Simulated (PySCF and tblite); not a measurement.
Values are calculated unless marked as measured or tabulated.
C8H13ClO, numbered as in [CH3:1][O:2][C@@H:3]1[CH:4]=[CH:5][C@H:6]([CH3:7])[C@H:8]([Cl:9])[CH2:10]1.

Level: PBE0-D3(BJ)/pcSseg-1//GFN2-xTB, thermal terms from GFN2-xTB, symmetry numbers and mirror pairs counted. Conformers within 2.5 kcal/mol (GFN2-xTB free energy) were kept, 3 at most. Codes: tblite and PySCF.

Torsions listed: C1–O2–C3–C10. The 6-ring runs over atoms 3–4–5–6–8–10.

```json
{"conformer": "1", "shape": "6-ring envelope (ring torsions 1, 24, -53, 60, -34, 4°); 168°", "symmetry": "C1", "dipole D": "2.70"}
{"conformer": "2", "shape": "6-ring half-chair (ring torsions 2, -18, 49, -65, 45, -16°); 71°", "symmetry": "C1", "dipole D": "1.40"}
{"conformer": "3", "shape": "6-ring half-chair (ring torsions 2, -18, 49, -65, 46, -16°); 157°", "symmetry": "C1", "dipole D": "2.76"}
```

**Question.** Which of these conformers is the most populated at 298.15 K, and with what share?

**Answer.** Conformer 2, about 62 %. The lead over the next is within the error of the method.

**Question.** Give the DFT energies and free energies relative to the lowest, and all weights.

**Answer.** 
```csv
conformer,shape,E(DFT) kcal/mol,G(298.15 K) kcal/mol,weight %
1,"6-ring envelope (ring torsions 1, 24, -53, 60, -34, 4°); 168°",2.79,2.77,0.6
2,"6-ring half-chair (ring torsions 2, -18, 49, -65, 45, -16°); 71°",0.00,0.00,61.9
3,"6-ring half-chair (ring torsions 2, -18, 49, -65, 46, -16°); 157°",0.41,0.30,37.5
```

**Question.** How does its share change from 250 K to 350 K?

**Answer.** From 65 % to 60 %; the mixing entropy goes from 1.32 to 1.44 cal/(mol K).
